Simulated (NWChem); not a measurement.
Molecule: CdHSI; SMILES [SH][Cd][I]

```xyz
4

Cd     0.0117     0.8266     0.0000
I      0.0030    -1.7686     0.0000
S      0.0370     3.1746     0.0000
H     -1.3127     3.2658     0.0000
```
Atoms are numbered in this order, from 1.

Results from NWChem. Geometry: optimised at PBE0/def2-SVP. Not confirmed as a minimum by frequencies. def2 effective core potentials on Cd, I; no spin-orbit coupling. Ions are spin-unrestricted doublets at the neutral geometry; other ion states weren't tried.

For level CAM-B3LYP/def2-SVP:

```yaml
vertical ionisation energy, ΔSCF (eV): 9.50
"−ε(HOMO) (eV)": 8.53
```

**Question.** Estimate the same quantities for level PBE/def2-SVP.

**Answer.** 
- vertical ionisation energy, ΔSCF (eV) = 8.88
- −ε(HOMO) (eV) = 6.11
